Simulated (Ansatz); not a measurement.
Born–Oppenheimer molecular dynamics of C3H7BO (12 atoms, charge 0, multiplicity 1). It starts from a relaxed structure.

Computed with UKS r2SCAN-D4/STO-3G in Ansatz.

```
ensemble        : NVT, Langevin thermostat
time step       : 0.25 fs
steps asked     : 250
set temperature : 1500 K
friction        : 0.001 /fs
seed            : 716694
```

Frames 0.5 fs apart, positions in Å, forces in eV/Å.

Velocities at 0.0 fs (Å/ps):

```
B 8.56 -19.31 6.86
C -1.00 3.27 -2.87
C 7.72 4.00 -13.86
O 2.20 -0.38 7.32
C 3.46 1.10 -3.59
H 24.94 -1.00 40.64
H -34.10 -21.20 16.23
H -52.66 27.99 -5.19
H -76.20 62.01 -26.23
H -89.77 48.99 20.84
H -20.00 -24.92 17.36
H -0.21 21.41 -11.38
```

```xyz
12
Properties=species:S:1:pos:R:3:forces:R:3 time_fs=0.0 energy_less_start_eV=0.000 T=1375
B -1.298 0.333 0.946 0.00 0.00 0.01
C -0.478 -0.141 -0.287 0.00 0.01 0.00
C 0.781 -0.944 0.261 0.00 -0.01 0.00
O 1.734 -0.022 -0.428 0.01 0.01 0.00
C 0.586 0.791 -0.955 0.00 -0.01 0.00
H -1.058 1.354 1.474 0.00 0.00 0.00
H -2.101 -0.386 1.414 0.00 0.00 0.00
H -1.035 -0.749 -1.016 -0.01 -0.01 0.00
H 0.925 -0.944 1.366 0.00 0.00 0.00
H 0.843 -1.994 -0.102 -0.01 0.00 0.00
H 0.566 0.813 -2.067 0.01 0.00 0.00
H 0.611 1.834 -0.571 0.00 0.01 0.00
12
Properties=species:S:1:pos:R:3:forces:R:3 time_fs=0.5 energy_less_start_eV=0.049 T=1358
B -1.294 0.323 0.950 -0.26 0.28 0.49
C -0.479 -0.139 -0.288 -0.19 -0.06 -0.21
C 0.785 -0.942 0.253 -0.78 1.01 0.21
O 1.735 -0.023 -0.425 0.12 0.12 -0.21
C 0.588 0.791 -0.957 -0.09 0.22 0.49
H -1.046 1.354 1.494 -0.10 -0.45 -0.22
H -2.118 -0.396 1.422 0.38 0.27 -0.23
H -1.062 -0.735 -1.019 0.28 0.10 0.16
H 0.887 -0.913 1.353 0.25 -0.16 0.36
H 0.798 -1.970 -0.091 0.29 -1.08 -0.33
H 0.556 0.801 -2.058 0.08 0.04 -0.40
H 0.611 1.844 -0.577 0.02 -0.29 -0.11
12
Properties=species:S:1:pos:R:3:forces:R:3 time_fs=1.0 energy_less_start_eV=0.184 T=1264
B -1.290 0.314 0.953 -0.50 0.52 0.91
C -0.480 -0.138 -0.290 -0.41 -0.10 -0.42
C 0.789 -0.939 0.246 -1.43 1.96 0.46
O 1.736 -0.023 -0.421 0.23 0.22 -0.41
C 0.590 0.792 -0.959 -0.17 0.41 0.97
H -1.034 1.353 1.514 -0.18 -0.83 -0.42
H -2.135 -0.406 1.430 0.72 0.51 -0.43
H -1.088 -0.722 -1.022 0.56 0.20 0.30
H 0.850 -0.882 1.341 0.47 -0.31 0.67
H 0.754 -1.948 -0.081 0.51 -2.12 -0.63
H 0.547 0.789 -2.050 0.15 0.08 -0.81
H 0.611 1.854 -0.582 0.05 -0.55 -0.21
12
Properties=species:S:1:pos:R:3:forces:R:3 time_fs=1.5 energy_less_start_eV=0.365 T=1146
B -1.286 0.305 0.957 -0.69 0.72 1.25
C -0.480 -0.136 -0.292 -0.62 -0.08 -0.58
C 0.793 -0.937 0.239 -1.97 2.61 0.74
O 1.737 -0.023 -0.417 0.34 0.33 -0.60
C 0.591 0.793 -0.961 -0.24 0.58 1.37
H -1.023 1.350 1.532 -0.25 -1.13 -0.58
H -2.150 -0.415 1.437 1.01 0.69 -0.59
H -1.114 -0.707 -1.024 0.81 0.26 0.40
H 0.813 -0.853 1.330 0.67 -0.44 0.87
H 0.711 -1.932 -0.071 0.65 -2.89 -0.83
H 0.538 0.777 -2.043 0.21 0.12 -1.15
H 0.611 1.863 -0.586 0.08 -0.76 -0.30
12
Properties=species:S:1:pos:R:3:forces:R:3 time_fs=2.0 energy_less_start_eV=0.549 T=1025
B -1.282 0.296 0.961 -0.82 0.89 1.49
C -0.481 -0.135 -0.294 -0.83 -0.01 -0.70
C 0.796 -0.934 0.233 -2.44 2.77 0.96
O 1.739 -0.024 -0.414 0.42 0.42 -0.79
C 0.593 0.794 -0.962 -0.29 0.69 1.60
H -1.013 1.345 1.549 -0.30 -1.35 -0.70
H -2.162 -0.422 1.443 1.23 0.81 -0.71
H -1.138 -0.691 -1.025 1.03 0.28 0.46
H 0.777 -0.825 1.320 0.85 -0.56 0.98
H 0.670 -1.924 -0.063 0.78 -3.20 -0.88
H 0.528 0.766 -2.039 0.27 0.15 -1.35
H 0.611 1.869 -0.591 0.10 -0.91 -0.36
12
Properties=species:S:1:pos:R:3:forces:R:3 time_fs=2.5 energy_less_start_eV=0.702 T=931
B -1.279 0.287 0.966 -0.89 1.01 1.62
C -0.482 -0.133 -0.296 -1.01 0.10 -0.76
C 0.799 -0.930 0.226 -2.92 2.41 1.13
O 1.740 -0.024 -0.410 0.49 0.53 -0.96
C 0.594 0.795 -0.963 -0.35 0.71 1.63
H -1.004 1.336 1.563 -0.32 -1.46 -0.76
H -2.171 -0.427 1.447 1.38 0.87 -0.78
H -1.161 -0.673 -1.024 1.20 0.26 0.46
H 0.743 -0.798 1.312 1.03 -0.68 0.98
H 0.630 -1.923 -0.058 0.94 -2.98 -0.78
H 0.519 0.756 -2.039 0.33 0.18 -1.38
H 0.612 1.873 -0.596 0.12 -0.95 -0.38
12
Properties=species:S:1:pos:R:3:forces:R:3 time_fs=3.0 energy_less_start_eV=0.825 T=864
B -1.276 0.279 0.970 -0.91 1.07 1.65
C -0.483 -0.131 -0.298 -1.15 0.26 -0.78
C 0.801 -0.926 0.220 -3.45 1.64 1.29
O 1.742 -0.024 -0.407 0.54 0.64 -1.13
C 0.595 0.797 -0.963 -0.41 0.69 1.48
H -0.996 1.323 1.576 -0.33 -1.47 -0.77
H -2.178 -0.431 1.450 1.46 0.88 -0.82
H -1.180 -0.654 -1.023 1.31 0.19 0.40
H 0.712 -0.773 1.307 1.21 -0.80 0.88
H 0.594 -1.930 -0.054 1.18 -2.36 -0.57
H 0.511 0.748 -2.041 0.40 0.20 -1.26
H 0.612 1.876 -0.602 0.15 -0.94 -0.38
12
Properties=species:S:1:pos:R:3:forces:R:3 time_fs=3.5 energy_less_start_eV=0.929 T=790
B -1.273 0.271 0.975 -0.87 1.09 1.58
C -0.485 -0.130 -0.301 -1.23 0.45 -0.74
C 0.803 -0.922 0.214 -4.02 0.68 1.51
O 1.743 -0.024 -0.404 0.59 0.74 -1.28
C 0.596 0.798 -0.964 -0.47 0.62 1.20
H -0.988 1.306 1.586 -0.31 -1.39 -0.73
H -2.181 -0.433 1.450 1.47 0.84 -0.82
H -1.197 -0.633 -1.020 1.35 0.09 0.29
H 0.683 -0.748 1.304 1.38 -0.93 0.69
H 0.560 -1.942 -0.051 1.47 -1.52 -0.33
H 0.503 0.741 -2.046 0.48 0.22 -1.01
H 0.614 1.877 -0.608 0.17 -0.88 -0.36
12
Properties=species:S:1:pos:R:3:forces:R:3 time_fs=4.0 energy_less_start_eV=1.026 T=733
B -1.271 0.264 0.981 -0.76 1.07 1.42
C -0.487 -0.128 -0.303 -1.23 0.68 -0.63
C 0.804 -0.918 0.209 -4.58 -0.31 1.77
O 1.745 -0.024 -0.401 0.61 0.83 -1.41
C 0.596 0.800 -0.964 -0.55 0.47 0.78
H -0.980 1.286 1.595 -0.27 -1.23 -0.64
H -2.180 -0.433 1.450 1.39 0.74 -0.78
H -1.211 -0.612 -1.016 1.32 -0.06 0.12
H 0.659 -0.725 1.302 1.54 -1.06 0.44
H 0.530 -1.958 -0.048 1.79 -0.64 -0.10
H 0.496 0.734 -2.054 0.56 0.25 -0.66
H 0.615 1.876 -0.615 0.19 -0.74 -0.31
12
Properties=species:S:1:pos:R:3:forces:R:3 time_fs=4.5 energy_less_start_eV=1.129 T=677
B -1.268 0.256 0.987 -0.60 1.02 1.17
C -0.489 -0.126 -0.305 -1.17 0.91 -0.48
C 0.804 -0.914 0.203 -5.08 -1.20 2.02
O 1.746 -0.023 -0.398 0.61 0.90 -1.52
C 0.597 0.801 -0.964 -0.63 0.26 0.27
H -0.974 1.263 1.603 -0.21 -1.00 -0.51
H -2.176 -0.431 1.448 1.25 0.59 -0.71
H -1.222 -0.590 -1.012 1.24 -0.23 -0.09
H 0.638 -0.704 1.302 1.67 -1.18 0.21
H 0.504 -1.975 -0.045 2.08 0.17 0.09
H 0.489 0.729 -2.064 0.64 0.29 -0.24
H 0.617 1.873 -0.623 0.21 -0.52 -0.23
12
Properties=species:S:1:pos:R:3:forces:R:3 time_fs=5.0 energy_less_start_eV=1.237 T=627
B -1.266 0.249 0.992 -0.39 0.95 0.85
C -0.491 -0.124 -0.308 -1.07 1.13 -0.30
C 0.803 -0.909 0.199 -5.47 -1.93 2.23
O 1.748 -0.023 -0.396 0.58 0.96 -1.60
C 0.598 0.803 -0.964 -0.70 0.00 -0.24
H -0.968 1.237 1.611 -0.12 -0.70 -0.33
H -2.169 -0.428 1.444 1.02 0.39 -0.60
H -1.231 -0.569 -1.008 1.12 -0.41 -0.31
H 0.621 -0.686 1.302 1.78 -1.29 0.02
H 0.483 -1.993 -0.043 2.32 0.85 0.24
H 0.484 0.724 -2.075 0.72 0.32 0.19
H 0.619 1.869 -0.630 0.23 -0.26 -0.15
12
Properties=species:S:1:pos:R:3:forces:R:3 time_fs=5.5 energy_less_start_eV=1.342 T=541
B -1.264 0.242 0.998 -0.11 0.88 0.45
C -0.493 -0.122 -0.311 -0.93 1.33 -0.07
C 0.801 -0.906 0.194 -5.74 -2.45 2.42
O 1.750 -0.022 -0.394 0.51 1.00 -1.67
C 0.599 0.804 -0.964 -0.76 -0.28 -0.72
H -0.962 1.210 1.619 -0.01 -0.36 -0.13
H -2.159 -0.425 1.439 0.72 0.13 -0.45
H -1.238 -0.549 -1.004 0.97 -0.58 -0.54
H 0.609 -0.670 1.302 1.84 -1.39 -0.13
H 0.467 -2.008 -0.040 2.49 1.36 0.33
H 0.480 0.720 -2.085 0.78 0.35 0.58
H 0.621 1.865 -0.638 0.24 0.02 -0.05
```

Of the whole run (62 fs, mean temperature of the second half 734 K): The mean temperature of the second half is 51 % below the set value. A run of 0.062 ps of so small a system gives no equilibrium averages. Limits of this set-up: minimal basis.

Time of the run: 18 min on 1 thread of Intel(R) Xeon(R) Processor @ 2.70GHz (shared host), peak memory 0.18 GiB.
